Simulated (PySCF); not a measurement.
An EPR property job and its printed output. Input:

```
{"job": {"kind": "epr", "basis": "pcH-1"}, "charge": 1, "multiplicity": 2}
C      2.933502    -0.265763    -0.223829
O      1.502217    -0.385074    -0.252207
C      0.807944     0.490951     0.388690
O      1.133762     1.438789     1.046001
C     -0.681651     0.243688     0.261178
C     -1.786909     0.850687     0.716630
C     -2.689141    -0.151954     0.048424
C     -1.395512    -0.849344    -0.484356
O     -1.121467    -1.768585    -1.146808
H      3.303289    -0.353833     0.798551
H      3.244980     0.692559    -0.641702
H      3.300707    -1.087719    -0.834794
H     -1.984648     1.716846     1.320879
H     -3.259170    -0.797526     0.719520
H     -3.312318     0.234266    -0.760711
```

Theory: UKS B3LYP, pcH-1 on C H O, non-relativistic, mean-field spin-orbit, GIAO (PySCF 2.14.0). One conformer (not necessarily the lowest) at the GFN2-xTB geometry, without solvent, vibrations or thermal averaging. GFN2-xTB frequencies show an imaginary mode (50i cm⁻¹), so this geometry is no minimum at that level. A GFN2-xTB geometry isn't a minimum of the functional, and hyperfine couplings can be far from their values at a DFT geometry, by a factor of two or more for some ions and for spin on atoms past the first row.

Output of the driver script. The program numbers atoms from 0.

```
UKS, coarse grid
  cycle   1  E = -457.28363298  |g| = 8.33e-01
  cycle   2  E = -455.80364866  |g| = 2.07e+00
  cycle   3  E = -457.48387713  |g| = 4.14e-01
  cycle   4  E = -457.49920503  |g| = 3.64e-01
  cycle   5  E = -457.54672962  |g| = 1.61e-01
  cycle   6  E = -457.55664229  |g| = 2.67e-02
  cycle   7  E = -457.55693352  |g| = 1.21e-02
  cycle   8  E = -457.55700004  |g| = 2.60e-03
  cycle   9  E = -457.55700571  |g| = 2.01e-03
  cycle  10  E = -457.55700901  |g| = 9.60e-04
UKS, final grid
  cycle   1  E = -457.55697064  |g| = 2.24e-03
  cycle   2  E = -457.55694396  |g| = 8.37e-03
  cycle   3  E = -457.55697243  |g| = 8.40e-04
  cycle   4  E = -457.55697283  |g| = 2.12e-04
  cycle   5  E = -457.55697289  |g| = 1.46e-04
  cycle   6  E = -457.55697291  |g| = 5.92e-05
  cycle   7  E = -457.55697291  |g| = 1.80e-05
E = -457.55697291 Eh   <S^2> = 0.7569 (exact 0.7500)
g shifts (ppm)      1          2          3
  rmc          -294       -294       -294
  gc              9         55         44
  oz_so         -68       3488       4822
  total        -353       3249       4572
hyperfine (MHz)  atom isotope    a_iso     a_fc   dipolar eigenvalues
    0   13C      -0.48      -0.48     -0.92     -0.32      1.24
    1   17O     -10.86     -10.86     -6.98      2.03      4.95
    2   13C       7.19       7.19     -8.47     -2.80     11.27
    3   17O     -19.53     -19.53    -95.45     43.93     51.52
    4   13C     -13.46     -13.46    -24.48    -19.61     44.08
    5   13C     -10.63     -10.63     -6.04      1.65      4.38
    6   13C      78.33      78.33    -19.05    -17.89     36.93
    7   13C     -57.30     -57.30    -16.14     -0.56     16.70
    8   17O     -23.51     -23.51   -116.95     52.51     64.45
    9    1H      -0.05      -0.05     -1.48     -0.85      2.33
   10    1H      -0.04      -0.04     -1.52     -0.86      2.38
   11    1H       0.03       0.03     -1.29     -0.10      1.39
   12    1H       0.82       0.82     -2.62      0.59      2.03
   13    1H      15.04      15.04     -8.23     -1.36      9.59
   14    1H      15.41      15.41     -8.24     -1.34      9.59
```

|g| in the SCF lines is the orbital gradient. In the g block, columns 1 to 3 are the principal axes in rising order; rmc is the relativistic mass correction, gc the gauge correction and oz_so the orbital-Zeeman/spin–orbit term. a_fc is the Fermi-contact part of a_iso, here all of it, since this run has no spin–orbit term in the hyperfine coupling.

Task: Is the state sound, as far as the log shows?

Result: The SCF converged after 17 cycles in all, 10 of them on the coarse grid; no stability test was run. ⟨S²⟩ = 0.7569 against the exact 0.7500, so spin contamination is small.

Task: What are the principal g values and g_iso?

Result: Adding the total shifts to 2.002319 gives 2.00197, 2.00557, 2.00689; their mean shift is 2489 ppm, so g_iso = 2.00481.

Task: Which couplings shape the isotropic spectrum at natural abundance (0.05 mT or more)? Keep the log's numbering.

Result: atoms 13, 14 (1H, I = 1/2): mean 15.2 MHz = 0.54 mT in magnitude, a 1:2:1 triplet. Together 3 lines to first order. Means are taken over nuclei equivalent by connectivity, which assumes that they swap fast.

Task: What are the principal values of the full tensor of atom 8 (17O)?

Result: a_iso plus each dipolar eigenvalue: -140.46, 29.00, 40.94 MHz.

The species is `COC(=O)[C+]1[CH]CC1=O` [radical] (charge +1). The run used 285 basis functions and 6 iterations of the response equations. The SMILES `COC(=O)[C+]1[CH]CC1=O` draws the unpaired electron on C6, whose computed spin population is only -0.04.

Conformer computed: `[CH3:1][O:2][C:3](=[O:4])[C+:5]1[CH:6][CH2:7][C:8]1=[O:9]`: C1–O2–C3–O4 0°, O2–C3–C5–C6 180°.
Labels such as C1 count atoms from 1, the log's own numbers from 0.
